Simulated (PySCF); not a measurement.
Order these species by their calculated properties.

All species are isolated and taken at one optimised geometry, non-relativistic unless stated. Electronic properties by PySCF.

The conformers computed, where there is a choice (atom-mapped SMILES and torsion angles):
- `[CH3:1][c:2]1[cH:3][cH:4][c:5]([NH2:6])[cH:7][cH:8]1`: H–N6–C5–C4 23°, H–N6–C5–C4 161°
- `[CH2:1]=[CH:2][Si@@H:3]([NH2:4])[CH:5]1[CH2:6][CH2:7]1`: C1–C2–Si3–N4 -9°, C2–Si3–C5–C6 56°, H–N4–Si3–C2 166°, H–N4–Si3–C2 -57°
- `[CH2:1]=[C:2]([CH3:3])[n:4]1[cH:5][cH:6][cH:7][cH:8]1`: C1–C2–N4–C5 -179°
- `[CH:1]#[C:2][Si@H:3]([SiH2:4][CH3:5])[CH:6]1[CH:7]=[CH:8]1`: C2–Si3–Si4–C5 -28°, C2–Si3–C6–C7 100°
- `[CH3:1][C:2]#[C:3][SiH2:4][N:5]([CH3:6])[CH3:7]`: C3–Si4–N5–C6 43°
- `[CH3:1][CH:2]([CH3:3])[CH2:4][Cl:5]`: C1–C2–C4–Cl5 65°
- `[CH2:1]=[C:2]([SiH3:3])/[CH:4]=[N:5]\[CH2:6][CH3:7]`: C1–C2–C4–N5 63°, C4–N5–C6–C7 131°

The conformers of `C[C@@H]1C=CC[C@H]1C#N` and `C=C1CCN(C)[SiH2]1` aren't listed.

(1) Rank by lowest singlet excitation, highest first (TDDFT CAM-B3LYP/def2-SVPD at GFN2-xTB geometries).
A. `C=C(C)N1C=CC=C1`
B. `CC(C)(C)Cl`
C. `C=C[Si@@H](N)C1CC1`
D. `C[C@@H]1C=CC[C@H]1C#N`
E. `Cc1ccc(N)cc1`

(2) Give the two extremes of that set as wavelengths.

(3) Rank by static isotropic polarisability, lowest first (CAM-B3LYP/def2-SVPD at GFN2-xTB geometries).
A. `C[C@@H]1C=CC[C@H]1C#N`
B. `s1ccpc1`
C. `C=C(C)n1cccc1`
D. `S=[PH]1C=C1`
E. `CC#C[SiH2]N(C)C`
F. `CC(C)CCl`
G. `C1(C=C1)[Si@@H]([SiH2]C)C#C`
H. `C=C1CCN(C)[SiH2]1`

(4) Give the two extremes of that set as polarisability volumes in Å³.

(5) Rank by smallest rotational constant, lowest first (GFN2-xTB).
A. `c1cscp1`
B. `CC(C)CCl`
C. `CC(C)(C)Cl`
D. `C=C(C)N1C=CC=C1`
E. `C=C([SiH3])/C=N\CC`
F. `C1=C[PH]1=S`
G. `CC#C[SiH2]N(C)C`
H. `Cc1ccc(N)cc1`

(6) Give the two extremes of that set in cm⁻¹.

(7) Rank by electronic spatial extent ⟨r²⟩ about the centre of nuclear charge, highest first (CAM-B3LYP/def2-SVPD at GFN2-xTB geometries).
A. `CC(C)CCl`
B. `CC1=CC=C(N)C=C1`
C. `S=[PH]1C=C1`
D. `c1cscp1`

(8) Rank by lowest triplet excitation (Tamm–Dancoff), highest first (TDA CAM-B3LYP/def2-SVPD at GFN2-xTB geometries).
A. `C=C(C)n1cccc1`
B. `C(C)(Cl)(C)C`
C. `CC(C)CCl`
D. `c1cscp1`
E. `S=[PH]1C=C1`

(9) Rank by dipole moment, highest first (CAM-B3LYP/def2-SVPD at GFN2-xTB geometries).
A. `C=C[Si@@H](N)C1CC1`
B. `S=[PH]1C=C1`
C. `CC(C)(C)Cl`
D. `C=C(C)n1cccc1`
E. `C=C([SiH3])/C=N\CC`
F. `CC#C[SiH2]N(C)C`
G. `CC(CCl)C`

(10) Give the two extremes of that set in atomic units.

## Answers

(1) B (7.33 eV), D (7.02 eV), C (6.43 eV), A (5.25 eV), E (4.77 eV).

(2) `Cc1ccc(N)cc1`: 260 nm; `CC(C)(C)Cl`: 169 nm.

(3) F (64.0 au), D (67.2 au), B (74.0 au), A (80.6 au), C (89.3 au), H (92.0 au), E (94.9 au), G (118.7 au).

(4) `CC(C)CCl`: 9.49 Å³; `C#C[Si@H]([SiH2]C)C1C=C1`: 17.59 Å³.

(5) G (0.854 GHz), E (1.033 GHz), H (1.175 GHz), D (1.255 GHz), B (1.821 GHz), A (2.255 GHz), F (2.860 GHz), C (3.047 GHz).

(6) `CC#C[SiH2]N(C)C`: 0.0285 cm⁻¹; `CC(C)(C)Cl`: 0.1016 cm⁻¹.

(7) B (1020 bohr²), A (689 bohr²), D (524 bohr²), C (461 bohr²).

(8) C (6.79 eV), B (6.66 eV), E (4.18 eV), A (3.72 eV), D (3.11 eV).

(9) B (4.29 D), C (2.30 D), G (2.14 D), E (1.89 D), D (1.33 D), F (1.16 D), A (0.69 D).

(10) `C=C[Si@@H](N)C1CC1`: 0.27 au; `S=[PH]1C=C1`: 1.69 au.
